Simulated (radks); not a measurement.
Results of a calculation; reference values are marked as such.
Question: Species: the terbium ion Tb+. Configuration: [Kr] 4d10 4f(up 4.5, down 4.5) 5s2 6s2 5p(up 3, down 2) (fractional occupations, a model configuration). Level of theory: scalar-relativistic Kohn-Sham, LDA (Slater exchange, Perdew-Wang correlation), spin-polarised, spherical densities, point nucleus (a radial shooting solver on a logarithmic mesh with Libxc functionals). Some entries of the table are withheld. Estimate them.

| orbital | occ. | eigenvalue (hartree) | <1/r> (bohr^-1) |
|---|---|---|---|
| 1s up | 1 | -1904.565 | 73.05 |
| 1s down | 1 | -1904.562 | 73.05 |
| 2s up | 1 | -316.1105 | 16.96 |
| 2s down | 1 | -316.1089 | 16.96 |
| 2p up | 3 | -281.0569 | 15.80 |
| 2p down | 3 | -281.0546 | 15.80 |
| 3s up | 1 | -70.41083 | 6.231 |
| 3s down | 1 | -70.40907 | 6.231 |
| 3p up | 3 | -59.60117 | 5.851 |
| 3p down | 3 | -59.59919 | 5.851 |
| 3d up | 5 | -45.48893 | 5.554 |
| 3d down | 5 | -45.48697 | 5.554 |
| 4s up | 1 | -14.26197 | 2.628 |
| 4s down | 1 | -14.25856 | 2.629 |
| 4p up | 3 | -10.70275 | 2.412 |
| 4p down | 3 | -10.69892 | 2.412 |
| 4d up | 5 | -5.81783 | 2.123 |
| 4d down | 5 | -5.81267 | 2.124 |
| 5s up | 1 | -2.17866 | 1.009 |
| 5s down | 1 | -2.15170 | 1.010 |
| 5p up | 3 | (1) | 0.8497 |
| 5p down | 2 | (2) | 0.8483 |
| 4f up | 4.5 | -0.54180 | 1.523 |
| 4f down | 4.5 | -0.53005 | 1.530 |
| 6s up | 1 | -0.38757 | 0.3634 |
| 6s down | 1 | -0.38301 | 0.3598 |

Answer: 
(1) 5p up eigenvalue (hartree): -1.32751
(2) 5p down eigenvalue (hartree): -1.30048
